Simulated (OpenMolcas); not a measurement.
Computed levels of 5s² 5p in ions with 49 electrons, in cm-1 above ²P°_1/2.

```json
{"Program": "OpenMolcas", "Method": "SS-CASPT2, IPEA 0.25 Eh, imaginary shift 0.1 Eh", "Basis": "ANO-RCC-VQZP", "Scalar Hamiltonian": "DKH2, point nucleus", "Spin-orbit coupling": "state interaction with AMFI integrals over the reference wave functions, term energies averaged over their components"}
```

Active space for each ion: 3 electrons in 8 orbitals (5s 5p 6s 6p); closed shells correlated by CASPT2: 4d.

```json
{"Level": "²P°_3/2", "Sb2+": "5630", "Te3+": "7910", "Xe5+": "13420"}
```

Problem. Estimate ²P°_3/2 for I4+ from its neighbours Te3+ and Xe5+.

Solution. ²P°_3/2 is fine structure, which grows about as the fourth power of a screened charge, so the fourth roots are averaged: ((7910^0.25 + 13420^0.25) / 2)^4 = 10393. The calculation gives 10310, so the estimate is off by +0.8 %.

Over all roots computed the reference weight is 0.83 to 0.94 in Sb2+, 0.84 to 0.94 in Te3+, 0.85 to 0.95 in I4+, 0.86 to 0.95 in Xe5+; the roots of lowest weight are the least certain, and an intruder state may touch them. The run also gave levels led by 5s² 6p, which use shells meant for correlation; these and all levels above them are left out (holds for Sb2+; Te3+). Active for correlation alone: 6p 6s; no level in the range computed is led by a configuration that fills them, so any true level of that kind is missing (holds for I4+; Xe5+). Only configurations of the active space appear.

° marks odd parity.
